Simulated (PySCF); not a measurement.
Compound: C3H6B2F2.
Numbering: `[CH2:1]=[C:2]([BH:3][BH:4][F:5])[CH2:6][F:7]` (hydrogens: H8, H9 on C1; H10 on B3; H11 on B4; H12, H13 on C6)

Computed by this run: PBE0-D3(BJ)/def2-SVP geometry optimisation, gas phase in PySCF; density fitting, grid level 1; the optimiser is geomeTRIC in internal coordinates, started from a GFN2-xTB structure with every atom displaced at random (about 0.01 Å).

Step 2: E = -9976.4400 eV
```
atom  x, y, z in Å  |  force x, y, z in eV/Å
C1     -1.1403    1.5632    0.7971    0.090  -0.003   0.063
C2     -0.4721    0.4177    0.5574   -0.085  -0.003  -0.042
B3      1.0519    0.3246    0.8444    0.044   0.055  -0.044
B4      1.9777   -0.8848    0.0993   -0.014  -0.073  -0.036
F5      2.6816   -0.6958   -1.0137   -0.042   0.067   0.065
C6     -1.1417   -0.7360   -0.1320   -0.047  -0.011   0.039
F7     -0.2462   -1.3712   -0.9695    0.049  -0.026  -0.046
H8     -2.1698    1.7411    0.4593    0.012  -0.045  -0.021
H9     -0.6590    2.3803    1.3417   -0.010   0.016   0.003
H10     1.5206    1.1370    1.6119    0.011   0.017   0.000
H11     2.0951   -1.9902    0.6043   -0.023  -0.006   0.046
H12    -2.0163   -0.4255   -0.7284    0.029   0.002  -0.024
H13    -1.4791   -1.4802    0.6113   -0.014   0.007  -0.004
```

Step 3: E = -9976.4426 eV
```
atom  x, y, z in Å  |  force x, y, z in eV/Å
C1     -1.1398    1.5607    0.8075   -0.038   0.133   0.049
C2     -0.4695    0.4216    0.5601    0.033  -0.124  -0.054
B3      1.0555    0.3351    0.8417    0.046   0.022  -0.003
B4      1.9599   -0.8904    0.0997   -0.016  -0.027   0.016
F5      2.6631   -0.6997   -1.0122    0.006   0.019   0.004
C6     -1.1318   -0.7350   -0.1342    0.010  -0.025   0.038
F7     -0.2260   -1.3725   -0.9622    0.045   0.011  -0.022
H8     -2.1719    1.7258    0.4708    0.004  -0.001   0.003
H9     -0.6631    2.3840    1.3501   -0.032  -0.041  -0.021
H10     1.5339    1.1565    1.5953   -0.016  -0.002  -0.018
H11     2.0644   -1.9955    0.6077   -0.004  -0.012   0.021
H12    -1.9968   -0.4287   -0.7436   -0.017   0.028  -0.037
H13    -1.4759   -1.4817    0.6025   -0.021   0.018   0.023
```

Step 4: E = -9976.4432 eV
```
atom  x, y, z in Å  |  force x, y, z in eV/Å
C1     -1.1476    1.5560    0.8227   -0.066   0.126   0.055
C2     -0.4668    0.4273    0.5587    0.056  -0.097  -0.057
B3      1.0618    0.3467    0.8268    0.015   0.005   0.045
B4      1.9460   -0.9036    0.1035   -0.029   0.029   0.057
F5      2.6503   -0.7250   -1.0088    0.046  -0.026  -0.045
C6     -1.1203   -0.7305   -0.1411    0.047  -0.009  -0.018
F7     -0.1986   -1.3630   -0.9597   -0.017   0.000   0.020
H8     -2.1863    1.7117    0.5022    0.000  -0.008   0.003
H9     -0.6769    2.3791    1.3694   -0.006  -0.022  -0.020
H10     1.5497    1.1852    1.5548   -0.021  -0.003  -0.012
H11     2.0389   -2.0019    0.6292    0.009  -0.009  -0.009
H12    -1.9745   -0.4240   -0.7654   -0.024   0.011  -0.024
H13    -1.4733   -1.4778    0.5906   -0.009   0.004   0.006
```

**Question.** Estimate the geometry and energy of step 5. (The exact step hangs on the optimiser's Hessian estimate; all steps are aligned on step 4, rigid shifts and turns removed.)

**Answer.** E = -9976.4438 eV, largest force 0.074 eV/Å
```
atom  x, y, z in Å  |  force x, y, z in eV/Å
C1     -1.1484    1.5544    0.8324   -0.074  -0.005   0.005
C2     -0.4669    0.4278    0.5540    0.070  -0.010  -0.020
B3      1.0636    0.3521    0.8181   -0.003  -0.011   0.000
B4      1.9484   -0.9046    0.1058   -0.007   0.012   0.049
F5      2.6593   -0.7420   -1.0054    0.022  -0.008  -0.036
C6     -1.1213   -0.7287   -0.1475    0.048  -0.002  -0.034
F7     -0.1976   -1.3664   -0.9610   -0.035   0.018   0.044
H8     -2.1918    1.7022    0.5244   -0.006   0.019   0.003
H9     -0.6770    2.3763    1.3784    0.008  -0.009  -0.005
H10     1.5493    1.1999    1.5357   -0.012  -0.002   0.003
H11     2.0366   -1.9986    0.6419    0.002  -0.005  -0.004
H12    -1.9710   -0.4192   -0.7779   -0.005   0.002  -0.004
H13    -1.4812   -1.4730    0.5840   -0.008   0.002  -0.001
```

The energy changes by -0.0006 eV. The first-order estimate −F·Δx gives -0.0014 eV and the mean of the old and new forces, exact on a quadratic surface, -0.0008 eV. The step makes an angle of 83° with the force vector and moves no atom by more than 0.025 Å.

The cost below is that of the whole optimisation. On an Arm Neoverse V1 with one thread, no GPU, shared host with 32 logical CPUs at a one-minute load of 25, this took 68 s wall and 0.50 GiB of memory at its peak.
